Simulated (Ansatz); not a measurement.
Ansatz (an electronic-structure program) input (CCSD(T)/def2-SVPD):

Ansatz 0.2 input:
```yaml
crystal:
  periodic: [false, false, false]
  atoms:
    - {symbol: Y, position_ang: [-0.00000000, -0.00000000, -0.38613944]}
    - {symbol: O, position_ang: [0.00000000, 0.00000000, 1.56699291]}
    - {symbol: H, position_ang: [0.00000000, 0.00000000, 2.52349477]}
basis:
  gaussian:
    orbitals: def2-SVPD
magnetization: {spin_polarized: false}
correlation: {method: ccsd_t, electrons: outside_noble_gas}
output: {forces: true}
```

End of the output:

```
cycle   7  -7.14143473 eV  change    4.6e-4 eV  update   7.0e-4
cycle   8  -7.14145539 eV  change   -2.1e-5 eV  update   3.2e-4
cycle   9  -7.14168251 eV  change   -2.3e-4 eV  update   1.5e-4
cycle  10  -7.14162998 eV  change    5.3e-5 eV  update   5.7e-5
cycle  11  -7.14163110 eV  change   -1.1e-6 eV  update   2.4e-5
cycle  12  -7.14164062 eV  change   -9.5e-6 eV  update   1.0e-5
cycle  13  -7.14163657 eV  change    4.0e-6 eV  update   4.8e-6
cycle  14  -7.14164159 eV  change   -5.0e-6 eV  update   1.9e-6
perturbative correction -0.22399045 eV, -0.0082314973 hartree
the calculation of the forces begins
Total energy: -3090.33113550 eV, -113.5675745278 hartree
Atom 0 at    -0.000000    -0.000000    -0.386139 Å, force    -0.000000     0.000000    -1.219441 eV/Å
Atom 1 at     0.000000     0.000000     1.566993 Å, force    -0.000000    -0.000000     1.105535 eV/Å
Atom 2 at     0.000000     0.000000     2.523495 Å, force    -0.000000    -0.000000     0.113905 eV/Å
Dipole moment:    -0.000000    -0.000000     0.183226 e Å
```
